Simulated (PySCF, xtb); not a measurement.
CH2I, SMILES [CH2]I (connectivity only; charge and spin as stated), charge +1, multiplicity 1.

Harmonic wavenumbers (cm⁻¹) from xtb with GFN2-xTB at its own minimum, in rising order: 799, 843, 875, 1258, 2914, 2963.

### Question
What does PBE-D3(BJ)/def2-TZVP (PySCF) give at its own minimum? (Estimate from the structure and the level; the computed values follow.)

### Answer
744, 861, 971, 1363, 3041, 3181. Paired by order, the mean absolute difference is 103 cm⁻¹ and the zero-point energies are 13.8 and 14.5 kcal/mol.
